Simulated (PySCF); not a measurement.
CF₂GaNO, SMILES O=C=[N][Ga]([F])[F]. Coordinates come from a TPSSh-D3(BJ)/def2-SVP optimisation. The structure was generated by enumeration; whether it is a known compound was not checked. One conformer was computed; it need not be the lowest.

Question: Give the equilibrium geometry at TPSSh-D3(BJ)/def2-SVP (PySCF confirms it by a frequency run) as Cartesian coordinates in Å, and its point group. (An estimate is asked for; the answer gives what the named calculation found.)

Answer: This is not unique; one that fits is point group Cs.
```xyz
6

Ga     0.0049     0.6662     0.0000
F      1.2671     1.8578     0.0000
F     -1.6417     1.2265     0.0000
N      0.4212    -1.0815     0.0000
C      0.1379    -2.2587     0.0000
O     -0.0693    -3.4110     0.0000
```
